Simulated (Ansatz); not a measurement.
Program: Ansatz. Geometries: PBE0-D4/def2-TZVP. ΔE: electronic, gas phase. CBS: MP2 limit from def2 TZ/QZ plus the TZ coupled-cluster correction, frozen cores. This one scheme is used for every species. def2 core potentials past Kr. For I, Zr outer-core shells are correlated without core-valence functions, which leaves a few kJ/mol of doubt a bond. One conformer a species, not always the lowest.

`C[N](C)[Zr]([OH])([N](C)C)[N](C)C` + HI → `C[N](C)[Zr]([I])([N](C)C)[N](C)C` + H₂O  (ligand exchange at a Zr–O bond)

`C[N](C)[Zr]([OH])([N](C)C)[N](C)C`:

Cartesian coordinates in Å:
```
C -2.830 -1.078 -0.307
N -1.776 -0.160 -0.663
C -2.033 0.520 -1.905
Zr -0.257 0.072 0.684
O -0.928 0.276 2.508
N 0.961 -1.553 0.456
C 0.913 -2.654 -0.467
C 2.022 -1.686 1.424
N 0.829 1.701 0.090
C 0.304 3.004 0.417
C 2.114 1.770 -0.553
H -2.948 -1.875 -1.055
H -2.619 -1.566 0.653
H -3.803 -0.573 -0.206
H -1.224 1.216 -2.134
H -2.116 -0.187 -2.744
H -2.974 1.091 -1.873
H -1.171 0.240 3.427
H 1.846 -2.740 -1.046
H 0.092 -2.523 -1.175
H 0.767 -3.617 0.048
H 2.026 -0.840 2.123
H 3.013 -1.711 0.945
H 1.923 -2.602 2.026
H -0.663 2.923 0.927
H 0.146 3.619 -0.482
H 0.976 3.565 1.084
H 2.860 2.281 0.075
H 2.063 2.322 -1.504
H 2.487 0.766 -0.771
```

HI:

```xyz
2

I     0.070   -0.497   -0.630
H    -0.070    0.497    0.630
```

`C[N](C)[Zr]([I])([N](C)C)[N](C)C`:

Cartesian coordinates in Å:
```
C -0.688 -1.947 2.079
N -0.994 -0.673 1.468
C -2.306 -0.187 1.797
Zr 0.559 0.084 0.425
I 2.770 0.420 2.107
N 1.019 -1.182 -1.077
C 2.134 -0.723 -1.874
C 0.527 -2.472 -1.478
N 0.014 1.861 -0.362
C -0.037 2.386 -1.699
C -0.324 2.838 0.648
H -1.374 -2.737 1.742
H 0.331 -2.271 1.825
H -0.737 -1.897 3.175
H -3.088 -0.882 1.461
H -2.430 -0.056 2.882
H -2.489 0.776 1.316
H 2.987 -1.413 -1.819
H 2.496 0.252 -1.520
H 1.860 -0.604 -2.932
H -0.310 -2.776 -0.846
H 0.173 -2.462 -2.519
H 1.307 -3.244 -1.407
H 0.231 1.614 -2.423
H -1.044 2.746 -1.952
H 0.654 3.231 -1.829
H -1.352 3.209 0.531
H 0.355 3.702 0.625
H -0.247 2.407 1.656
```

H₂O:

Cartesian coordinates in Å:
```
O -0.263 0.274 -0.082
H 0.691 0.370 -0.058
H -0.428 -0.645 0.140
```

```json
{"species": "`C[N](C)[Zr]([OH])([N](C)C)[N](C)C`", "CCSD(T)/CBS(def2) energy (Eh)": "-526.15926"}
{"species": "HI", "CCSD(T)/CBS(def2) energy (Eh)": "-298.03592"}
{"species": "`C[N](C)[Zr]([I])([N](C)C)[N](C)C`", "CCSD(T)/CBS(def2) energy (Eh)": "-747.84550"}
{"species": "H₂O", "CCSD(T)/CBS(def2) energy (Eh)": "-76.37941"}
```

Work out ΔE.

ΔE = (-747.84550) + (-76.37941) − (-526.15926) − (-298.03592) = -0.02973 Eh = -18.7 kcal/mol.

Largest T1 diagnostic among the species: 0.015.

Leaving LDA and LC-ωPBE aside and taking each functional with its dispersion term where it has one, the values, not all of them listed here, spread over 6.9 kcal/mol, from PBE-QIDH to BLYP-D4. LDA lies −1.2 kcal/mol from PBE without D4. From BLYP to BHLYP (50 % exact exchange), in def2-TZVPP and without D4, ΔE moves by −3.7 kcal/mol.
